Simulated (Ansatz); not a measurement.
Reaction (substitution at a C–O bond): `COC(O)[SiH3]` + `C=C(N)[SiH3]` → `C=C([SiH3])NC` + `OC(O)[SiH3]`

Computed with Ansatz on PBE0-D4/def2-TZVP structures; ΔE is electronic, products minus reactants. CCSD(T)/CBS adds triple-zeta CCSD(T) − MP2 to the extrapolated MP2 energy (def2 sets, frozen cores). DFT in def2-TZVPP. B3LYP here is the variant with VWN-RPA as its local correlation; programs differ in this. Each species was taken in one conformer, which may not be the lowest.

`COC(O)[SiH3]`:

```xyz
13

C    -0.400   -1.897   -0.508
O    -0.387   -0.509   -0.730
C     0.220    0.227    0.292
O    -0.503    0.206    1.500
Si    0.306    2.038   -0.299
H    -0.750   -2.372   -1.424
H    -1.078   -2.172    0.308
H     0.609   -2.270   -0.278
H     1.235   -0.176    0.466
H    -0.260   -0.571    2.011
H     1.036    2.096   -1.591
H    -1.069    2.568   -0.462
H     1.042    2.834    0.716
```

`C=C(N)[SiH3]`:

Z-matrix (Å, degrees):
```
Si
C 1 1.873
H 1 1.491 2 109.5
H 1 1.487 2 111.1 3 118.3
H 1 1.483 2 109.2 3 -120.2
N 2 1.386 1 116.8 3 -53.8
C 2 1.339 1 119.2 3 130.9
H 6 1.007 2 116.5 1 34.0
H 6 1.009 2 115.9 1 169.6
H 7 1.081 2 120.9 1 -0.8
H 7 1.088 2 122.0 1 178.2
```

`C=C([SiH3])NC`:

```xyz
14

C    -1.781   -0.932    0.205
C    -0.645   -0.223    0.110
Si    0.508   -0.231    1.592
N    -0.332    0.556   -0.987
C     1.039    0.824   -1.342
H    -2.499   -0.978   -0.611
H    -2.034   -1.463    1.112
H     0.796    1.152    2.061
H    -0.154   -1.000    2.673
H     1.813   -0.869    1.266
H    -0.941    0.411   -1.780
H     1.068    1.579   -2.128
H     1.591   -0.061   -1.689
H     1.573    1.237   -0.482
```

`OC(O)[SiH3]`:

Cartesian coordinates in Å:
```
O 0.312 -0.014 -1.595
C -0.415 -0.297 -0.428
O -1.552 0.524 -0.302
Si 0.780 -0.095 1.048
H -0.262 -0.171 -2.353
H -0.825 -1.314 -0.457
H -1.255 1.436 -0.217
H 2.026 -0.880 0.857
H 0.089 -0.543 2.284
H 1.101 1.354 1.163
```

```
         level  ΔE (kJ/mol)
        PBE-D4        -20.1
      B3LYP-D4        -15.2
        B2PLYP        -14.2
           PBE        -18.4
        r2SCAN        -16.4
          PBE0        -18.3
MP2/def2-TZVPP        -18.9
 MP2/CBS(def2)        -19.9
```

(1) What does CCSD(T)/CBS give? (An estimate is asked.)

Largest T1 diagnostic among the species: 0.012.

## Answers

(1) Computed: -17.1 kJ/mol. The listed levels differ from it by -3.0, 1.9, 2.9, -1.3, 0.7, -1.2, -1.8, -2.8 kJ/mol.

In def2-TZVPP, CCSD(T) changes the Hartree–Fock value by −9.3 kJ/mol (the triples alone add −1.0 kJ/mol) and MP2 by −12.0 kJ/mol.

CCSD(T)/CBS has its own doubt, a few kJ/mol and more with outer-core shells, so smaller differences from it don't rank the levels.
